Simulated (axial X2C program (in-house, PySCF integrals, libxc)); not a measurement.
**Estimating the spin–orbit splitting of the π levels of YBr**

All values were computed with an in-house relativistic program for diatomic molecules. Spin-free means the one-electron spin-free X2C Hamiltonian; two-component (2c) means X2C with spin–orbit coupling and atomic mean-field two-electron Coulomb and Gaunt terms, so the difference of the two also holds small scalar two-electron terms. Basis: Y dyall-cv3z [11s12p9d6f3g], Br dyall-cv3z [8s9p6d4f1g] (cores contracted in-house); Gaussian nuclei, density fitting, unrestricted open shells. Masses: Y 88.906 u, Br 78.918 u.

Hartree–Fock at 2.539 Å, closed shell. Valence p splittings ε(p3/2) − ε(p1/2) of spherical Dirac–Hartree–Fock atoms with fractionally filled p shells: Br 4p 0.555 eV.

```tsv
filled π level (eV), spin-free	Y p share	Br p share
-11.33	0.03	0.78
```

Q: In first order a p shell splits by 3ζ/2 and a π orbital by ζ. Estimate the splitting of each π level from the shares.

A: level -11.33 eV: (2/3) × (0.78 × 0.555) = 0.29 eV.

The two-component Hartree–Fock calculation gives:

```tsv
ε(ω = 1/2) (eV)	σ share of it	ε(ω = 3/2) (eV)	splitting (eV)	estimate (eV)
-11.435	0.08	-11.146	0.29	0.29
```

The estimate leaves out the mixing of π1/2 with σ1/2 levels, which pushes the ω = 1/2 spinor up or down, the d and f parts of the orbital, small shares of the strongly split outer-core p shell of a metal, the Gaunt term (absent from the atomic values), and the change of the atomic p orbitals with charge; Löwdin shares depend on the basis.
